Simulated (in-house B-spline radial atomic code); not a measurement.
A fraction x of an electron is removed from 3p in neutral germanium, starting from [Ar] 3d10 4s2 4p2 and keeping the highest spin. Computed with a radial B-spline atomic code at the basis-set limit: scalar-relativistic (X2C) PBE0, spin-polarised, spherical fractional occupations, Fermi nucleus of rms radius 4.0742 fm.

Caution: exact exchange at fractional occupations of open shells leaves self-interaction of up to several eV.

```tsv
x	E(x) - E(0) (eV)	3p down level (eV)
0	0.0000	-122.244
0.12	14.7797	-124.094
0.15	18.5096	-124.565
0.32	?	?
0.41	51.4398	-128.782
0.5	63.0980	-130.294
0.62	78.8561	-132.347
0.75	96.2084	-134.619
0.77	?	?
0.92	119.3509	-137.659
1	130.4218	-139.115
```

What belongs in the row x = 0.32?

An energy change of 39.9165 eV; 3p down at -127.297 eV.

What belongs in the row x = 0.77?

An energy change of 98.9043 eV; 3p down at -134.973 eV.

Check Janak's theorem between x = 0.12 and 0.15.

The slope of the energy is 124.33 eV; the orbital levels give 124.33 eV (-ε of the emptying orbital, averaged over the two points).
